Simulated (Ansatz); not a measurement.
```yaml
crystal:
  periodic: [false, false, false]
  atoms:
    - {symbol: C, position_ang: [-1.825635, -0.456110, 0.601376]}
    - {symbol: B, position_ang: [-0.330251, -0.204841, 0.953684]}
    - {symbol: C, position_ang: [0.846942, -0.616502, 0.035462]}
    - {symbol: Si, position_ang: [1.355711, 0.829591, -1.026348]}
    - {symbol: F, position_ang: [0.091614, 1.359577, -1.859987]}
    - {symbol: H, position_ang: [-2.353730, -0.908208, 1.448582]}
    - {symbol: H, position_ang: [-2.001536, -1.058973, -0.291480]}
    - {symbol: H, position_ang: [-2.314570, 0.517113, 0.457167]}
    - {symbol: H, position_ang: [-0.074329, 0.400730, 1.961821]}
    - {symbol: H, position_ang: [0.621292, -1.441588, -0.647855]}
    - {symbol: H, position_ang: [1.765768, -0.838749, 0.593812]}
    - {symbol: H, position_ang: [2.389994, 0.424011, -2.009774]}
    - {symbol: H, position_ang: [1.849232, 1.959350, -0.201760]}
basis:
  gaussian: {orbitals: def2-mTZVPP}
hamiltonian: {xc: {name: rPW86-PBE}, dispersion: d4}
output: {forces: true}
```

```sh
$ ansatz run in.yaml --threads 4 --pin off --events-out ev --progress --plain --max-ram 10444MiB
```

Shortened log:

```
Functional definition: rPW86-PBE
1402 factors; their error is unknown
mean field evaluation 1: about -13482.5003 eV, gradient 8.8e1 eV
mean field evaluation 2: about -13453.5641 eV, gradient 1.4e2 eV
mean field evaluation 4: about -13498.6191 eV, gradient 1.3e1 eV
mean field evaluation 8: about -13498.9089 eV, gradient 1.8e-1 eV
mean field evaluation 16: about -13498.8805 eV, gradient 1.8e-4 eV
mean field -13498.88049452 eV, -496.0747083039 hartree, gradient 6.5e-5 eV, S^2 0.000000; 0 other end points of the search recorded, 0 dependent functions left out
reference -13498.88061814 eV, -496.0747128466 hartree; 24, 24 occupied and 124, 124 virtual orbitals, 1402 factors
Total energy: -13499.16167169 eV, -496.0850413741 hartree
Atom 0 at    -1.825635    -0.456110     0.601376 Å, force     0.077961     0.003894     0.001980 eV/Å
Atom 1 at    -0.330251    -0.204841     0.953684 Å, force     0.030138     0.028512     0.142840 eV/Å
Atom 2 at     0.846942    -0.616502     0.035462 Å, force    -0.089570    -0.170861     0.152798 eV/Å
Atom 3 at     1.355711     0.829591    -1.026348 Å, force     0.868081    -0.035527     0.297150 eV/Å
Atom 4 at     0.091614     1.359577    -1.859987 Å, force    -0.845886     0.354141    -0.557926 eV/Å
Atom 5 at    -2.353730    -0.908208     1.448582 Å, force    -0.109442    -0.067795     0.125544 eV/Å
Atom 6 at    -2.001536    -1.058973    -0.291480 Å, force    -0.046721    -0.096515    -0.142793 eV/Å
Atom 7 at    -2.314570     0.517113     0.457167 Å, force    -0.107059     0.143214    -0.021429 eV/Å
Atom 8 at    -0.074329     0.400730     1.961821 Å, force     0.001329     0.017035     0.017802 eV/Å
Atom 9 at     0.621292    -1.441588    -0.647855 Å, force    -0.021949    -0.147533    -0.091741 eV/Å
Atom 10 at     1.765768    -0.838749     0.593812 Å, force     0.139332    -0.059864     0.083552 eV/Å
Atom 11 at     2.389994     0.424011    -2.009774 Å, force     0.068220    -0.023174    -0.053333 eV/Å
Atom 12 at     1.849232     1.959350    -0.201760 Å, force     0.035567     0.054471     0.045555 eV/Å
Dipole moment:     0.156505    -0.223746     0.103509 e Å
```

Run time 4 s (4 threads of an Arm Neoverse V1 on a shared host); peak host memory 0.49 GiB.
